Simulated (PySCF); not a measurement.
Bi(H)(OH)2 (BiH₃O₂), SMILES [OH][BiH][OH].

Coordinates come from a PBE-D3(BJ)/def2-TZVP optimisation. The def2 effective core potentials stand for the cores of Bi; spin–orbit coupling is left out. One conformer was computed; it need not be the lowest.

The numbers are results of HF/def2-TZVPD (PySCF), not measurements.

Symmetry labels are those of the subgroup Cs that the program uses (full group Cs).

Computed valence orbital energies around the gap with their symmetry:
| orbital | symmetry | energy (eV) |
|---|---|---|
| HOMO−7 | A' | -21.05 |
| HOMO−6 | A" | -17.13 |
| HOMO−5 | A' | -16.73 |
| HOMO−4 | A' | -13.70 |
| HOMO−3 | A" | -13.55 |
| HOMO−2 | A" | -12.64 |
| HOMO−1 | A' | -12.25 |
| HOMO | A' | -10.89 |
| LUMO | A' | 1.26 |
| LUMO+1 | A' | 1.37 |
| LUMO+2 | A" | 1.43 |
| LUMO+3 | A' | 2.49 |
